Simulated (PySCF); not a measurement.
AlH4N (calculated)

All values are calculated (PySCF 2.14.0). Calculation on a computer-drawn molecule: vertical ionisation energy to the stated ion spin, frozen-core CCSD(T) at the basis limit and cheaper methods, single-reference cases, UHF for radicals, no spin-orbit; all values are single points at the evaluated structure, the first of each entry, which is the reference or a displaced copy of it and isn't optimised; the reference structure only sets the zero of the energies above reference; triples share is (T) over the correlation energy.

Common to all runs: charge 0; multiplicity 1; ion multiplicity 2; diffuse functions no; basis cc-pV(n+d)Z; reference is the Hartree-Fock double-zeta minimum; best is HF at quadruple zeta + MP2 correlation extrapolated from triple and quadruple zeta + CCSD(T) minus MP2 at triple zeta; basis step is the size of the change from the same recipe one zeta lower.

(1) AlH4N

Evaluated structure:
```xyz
6
AlH4N
N      0.3801     0.5511     1.2903
Al     1.9720     0.8153     2.0406
H     -0.4440     1.0348     1.5189
H      0.2376    -0.1029     0.5592
H      2.0926     1.8900     3.2153
H      3.1921    -0.0393     1.5717
```

Reference structure:
```xyz
6
AlH4N
N      0.3971     0.5293     1.3036
Al     1.9678     0.8001     2.0579
H     -0.4494     1.0140     1.5377
H      0.2117    -0.1334     0.5737
H      2.0780     1.8878     3.1967
H      3.1978    -0.0566     1.5627
```

- ionisation energy best: 10.22 eV
- ionisation energy basis step: 0.04903 eV
- energy above reference best: 0.6563 kcal/mol
- energy above reference basis step: 0.01929 kcal/mol
- ionisation energy Koopmans at triple zeta: 10.9 eV
- ionisation energy EOM CCSD at triple zeta: 10.09 eV
- total energy HF triple zeta: -298.7559 hartree
- total energy CCSD(T) triple zeta: -299.0966 hartree
- total energy best: -299.1413 hartree
- T1 diagnostic at triple zeta: 0.01121
- D1 diagnostic at triple zeta: 0.03059
- ion T1 diagnostic at triple zeta: 0.008254
- ion D1 diagnostic at triple zeta: 0.01682
- ion spin squared at triple zeta: 0.758
- triples share at triple zeta: 0.03075
- basis functions triple zeta: 125
- dipole magnitude HF at triple zeta: 1.169 debye
- dipole magnitude CCSD unrelaxed at triple zeta: 1.296 debye
- dipole magnitude PBE at triple zeta: 1.453 debye
- dipole magnitude r2SCAN at triple zeta: 1.413 debye
- dipole magnitude B3LYP at triple zeta: 1.351 debye
- dipole magnitude wB97X at triple zeta: 1.294 debye

Drawn bonds:
```tsv
atom	other atom	order
1	2	1
1	3	1
1	4	1
2	5	1
2	6	1
```

Triple zeta:
```tsv
method	ionisation energy (eV)	energy above reference (kcal/mol)
HF	8.518	0.3359
PBE	9.834	0.8629
r2SCAN	9.92	0.7463
B3LYP	10.14	0.704
wB97X	10.1	0.697
MP2	10.17	0.6497
CCSD	9.934	0.6502
CCSD(T)	10.04	0.6936
```

(2) AlH4N

Evaluated structure:
```xyz
6
AlH4N
N      0.4968     0.5421     1.3265
Al     1.8091     0.9131     2.0883
H     -0.4336     1.1727     1.6624
H      0.1719    -0.1682     0.6325
H      2.1406     1.8211     3.2945
H      3.0267    -0.1054     1.6809
```

Reference structure:
```xyz
6
AlH4N
N      0.3971     0.5293     1.3036
Al     1.9678     0.8001     2.0579
H     -0.4494     1.0140     1.5377
H      0.2117    -0.1334     0.5737
H      2.0780     1.8878     3.1967
H      3.1978    -0.0566     1.5627
```

* ionisation energy best: 10.44 eV
* ionisation energy basis step: 0.02465 eV
* energy above reference best: 33.73 kcal/mol
* energy above reference basis step: 0.1338 kcal/mol
* ionisation energy Koopmans at triple zeta: 10.67 eV
* ionisation energy EOM CCSD at triple zeta: 10.38 eV
* total energy HF triple zeta: -298.6989 hartree
* total energy CCSD(T) triple zeta: -299.0442 hartree
* total energy best: -299.0886 hartree
* T1 diagnostic at triple zeta: 0.01077
* D1 diagnostic at triple zeta: 0.02594
* ion T1 diagnostic at triple zeta: 0.02399
* ion D1 diagnostic at triple zeta: 0.0943
* ion spin squared at triple zeta: 0.7724
* triples share at triple zeta: 0.03177
* basis functions triple zeta: 125
* dipole magnitude HF at triple zeta: 2.723 debye
* dipole magnitude CCSD unrelaxed at triple zeta: 2.675 debye
* dipole magnitude PBE at triple zeta: 2.667 debye
* dipole magnitude r2SCAN at triple zeta: 2.711 debye
* dipole magnitude B3LYP at triple zeta: 2.671 debye
* dipole magnitude wB97X at triple zeta: 2.708 debye

Drawn bonds:
```tsv
atom	other atom	order
1	2	1
1	3	1
1	4	1
2	5	1
2	6	1
```

Triple zeta:
```tsv
method	ionisation energy (eV)	energy above reference (kcal/mol)
HF	9.466	36.14
PBE	9.815	31.87
r2SCAN	9.937	32.42
B3LYP	10.17	32.7
wB97X	10.36	32.85
MP2	10.23	34.17
CCSD	10.34	33.82
CCSD(T)	10.33	33.55
```
